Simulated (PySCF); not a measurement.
**Spinor energies of Nb(13+) (niobium, charge +13)**

Start: [Ar] 3d10. Calculated with PySCF 2.14 in an uncontracted even-tempered set (17 s from 1 bohr⁻², ratio 2.8; 13 p from 1.3 bohr⁻², ratio 2.8; 9 d from 1.3 bohr⁻², ratio 2.8; 4 f from 7.9 bohr⁻², ratio 3): generalised Hartree-Fock with the X2C-1e Hamiltonian and a Gaussian nucleus; spin-orbit coupling (SO) screened by Boettger's factors.

```
spinor shell  electrons  ε, screened SO (eV)  weight of nominal j (screened SO)  rms radius, screened SO (bohr)
       1s1/2          2             -19368.4                              1.000                          0.0415
       2s1/2          2              -3016.8                              1.000                           0.171
       2p1/2          2              -2784.5                              1.000                           0.149
       2p3/2          4              -2687.1                              1.000                           0.153
       3s1/2          2              -751.28                              1.000                           0.469
       3p1/2          2              -662.14                              1.000                           0.467
       3p3/2          4              -645.36                              1.000                           0.477
       3d3/2          4              -489.46                              1.000                           0.459
```

Question: Where does 3d5/2 lie, and what is the 3d spin-orbit splitting (screened SO)?

Answer: At -486.36 eV, 3.104 eV above 3d3/2.

| quantity | screened SO |
| --- | --- |
| E (hartree) | -3760.83219 |
| M_J | 0 |
| ⟨J²⟩ | 0.000 |
| ⟨L²⟩ | 0.005 |
| ⟨S²⟩ | 0.005 |

Breit and QED terms are absent; they matter most for the inner s and p1/2 levels.

Densities and radii are taken from the X2C orbitals without a picture-change correction, which distorts them close to the nucleus.
